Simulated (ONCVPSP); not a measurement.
## Before and after: ONCV potential for bismuth (Bi)

Bi (Z = 83), optimised norm-conserving Vanderbilt (ONCV), made with ONCVPSP 4.0.1 (LDA (Perdew-Wang 92), scalar-relativistic). Core [Xe] 4f14 5d10, reference 6s2 6p2 (charge +1). Waves: 6s: rc 1.65 bohr, ncon 4, nbas 7, qcut 3.8 1/bohr, 2 projectors, debl 3.2 Ha; 6p: rc 2.50 bohr, ncon 3, nbas 6, qcut 2.8 1/bohr, 2 projectors, debl 2.1 Ha. Local part: polynomial inside 1.55 bohr (lpopt 1, dvloc0 6 Ha). Core correction: Teter function, fcfact 2.25, rcfact 1.7.

All-electron outer shells of the reference configuration (LDA (PZ), scalar-relativistic, ld1.x):

```json
{"shell": "5p", "level (eV)": "-104.15", "outermost node (bohr)": "0.48", "outermost maximum (bohr)": "0.86"}
{"shell": "5d", "level (eV)": "-35.34", "outermost node (bohr)": "0.51", "outermost maximum (bohr)": "1.03"}
{"shell": "6s", "level (eV)": "-22.45", "outermost node (bohr)": "0.98", "outermost maximum (bohr)": "1.86"}
{"shell": "6p", "level (eV)": "-11.72", "outermost node (bohr)": "1.14", "outermost maximum (bohr)": "2.35"}
```

Change: core correction polynomial model core, fcfact 0.6.

Cutoffs: the cutoffs (Ha) at which the residual kinetic energy of the hardest occupied pseudo-wave falls to 1 and 0.1 mHa per electron; they do not see the model core or the augmentation charge, which bear on the density cutoff. Errors are all-electron minus pseudo energies relative to the spin-unpolarised reference configuration.

**Question.** How do hardness, ghosts and transferability respond?

**Answer.** The potential gets neither clearly harder nor softer (36 Ha and 47 Ha → 36 Ha and 47 Ha); both files keep a bound ghost (s); of the 4 tests that both files solve, the error grows in 0 and shrinks in 4 by more than 15 % and 0.3 meV (median size 71.4 → 27.9 meV). A model core, the more so a compact one, raises the density cutoff, which this test does not measure.

| quantity | base | changed |
| --- | --- | --- |
| cutoff, loose | 36 Ha | 36 Ha |
| cutoff, tight | 47 Ha | 47 Ha |
| bound ghosts | s | s |
| GHOST(+) flags under 300 eV | none | none |
| error for 6s2 6p3, meV [ΔE -8.15 eV] | -38 | -7.4 |
| error for 6s2 6p1, meV [ΔE 15.56 eV] | -85 | -36 |
| error for 6s2 6p0, meV [ΔE 39.27 eV] | -419 | -192 |
| error for 6s0 6p5, meV [ΔE 12.58 eV] | -58 | -20 |
| s: phases at 1.68 bohr within 0.05 rad from the reference energy up to (Ha; the scan ends near 5) | to the end of the scan | to the end of the scan |
| p: phases at 2.54 bohr within 0.05 rad from the reference energy up to (Ha; the scan ends near 5) | 2.4 | 2.4 |
| rms error of d²Exc/dni dnj with the model core, mHa | 3.25 | 0.74 |

 A true bound ghost makes a file unfit for plane-wave use even where its test errors are small: the radial tests pick states by their node count and pass the ghost by.
